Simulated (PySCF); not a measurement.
Two-dimensional NMR puzzle

Compound of formula C5H9NO. Correlations simulated from computed shifts and the bond graph:

HSQC (one-bond C–H):
```
  δH     δC
7.33  159.6
5.59  126.4
2.26   32.0
1.13   16.4
```

COSY cross peaks (H two or three bonds apart, from the bond graph; peaks can be absent where the dihedral angle is near 90°):
```
  δH    δH
7.33  5.59
7.33  2.26
4.67  4.46
2.26  1.13
```

HMBC (two and three bonds, from the bond graph):
```
  δH                        δC
7.33  165.9, 126.4, 32.0, 16.4
5.59        165.9, 159.6, 32.0
4.67              165.9, 126.4
4.46              165.9, 126.4
2.26        159.6, 126.4, 16.4
1.13               159.6, 32.0
```

Carbons without hydrogens: δ 165.9.

Level of theory: geometry: GFN2-xTB, shieldings: GIAO PBE0/pcSseg-1, in PySCF (non-relativistic, single conformer, no solvent model, equivalent nuclei averaged).

δ = σ(ref) − σ, references computed at the same level: $^{1}$H and $^{13}$C against TMS.

Exchangeable hydrogens are left out of these lists.

Question: Which molecule is this?

Answer: `CC/C=C/C(N)=O`.

Numbering as in the mapped SMILES `[CH3:1][CH2:2]/[CH:3]=[CH:4]/[C:5]([NH2:6])=[O:7]`; H(Xn) means a hydrogen on atom n. Ha(N6) is cis to the C=O or C=S heteroatom; Hb(N6) is trans to the C=O or C=S heteroatom.

- δC 165.9 is C5, an amide carbonyl carbon.
- δC 159.6 is C3, a β carbon of a C=C–C=O unit (δH 7.33).
- δC 126.4 is C4, an α carbon of a C=C–C=O unit (δH 5.59).
- δC 32.0 is C2, an allylic sp3 CH2 (δH 2.26).
- δC 16.4 is C1, a methyl carbon (δH 1.13).
- HMBC from δH 7.33 reaches the proton-free carbon C5.
- HMBC from δH 5.59 reaches the proton-free carbon C5.
- COSY links 7.33–5.59, 7.33–2.26, 4.67–4.46, 2.26–1.13.

The shifts were computed for this structure.

Exchangeable OH/NH protons stand at their gas-phase positions; hydrogen bonding in a real sample shifts them, mostly to higher δ. The two substituents on the amide-type nitrogen aren't averaged: C–N rotation is slow on the NMR time scale. Shifts are as computed. Against solution values, carbons near 30 ppm lie about +3 ppm off and those near 130 ppm about +5 ppm. Of 1211 compounds with measured shifts, 218 miss one by over three times the rms of a fit or turn the order of signals round; such compounds aren't used in these exercises. The C=O carbon of an acid or of an amide with N–H lies up to 10 ppm further downfield in solution, through hydrogen bonding that the calculation lacks.
